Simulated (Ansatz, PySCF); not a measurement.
Si(H)(SH)3 (H₄S₃Si), SMILES S[SiH](S)S.

Geometry optimised at PBE0-D3(BJ)/def2-SVP. The values are those of a single conformer.

Vertical ionisation energy (IE) and electron affinity (EA) in eV. Rows of orbital energies are one-electron estimates. Where ΔSCF, EOM or ADC give a negative EA the extra electron is unbound and the value depends on the basis.

```
level                                                                       IE     EA
------------------------------------------------------------------------  ----  -----
−ε(HOMO), −ε(LUMO), ωB97X/def2-TZVP (PySCF)                               9.91  -1.74
−ε(HOMO), −ε(LUMO), PBE/def2-TZVP (PySCF)                                 6.33   1.28
ΔSCF, CAM-B3LYP/def2-SVPD (Ansatz), final states of multiplicity 2 and 2  9.73  -1.10
ΔSCF, PBE/def2-SVPD (Ansatz), final states of multiplicity 2 and 2        9.07  -0.71
```

What vertical singlet–triplet gap does ΔSCF give with CAM-B3LYP/def2-SVPD (Ansatz, a quantum-chemistry and plane-wave program) and with PBE/def2-SVPD (Ansatz)? (Estimate from the structure and the level; the computed values follow.)

5.75 and 4.99 eV (triplet above singlet where positive).
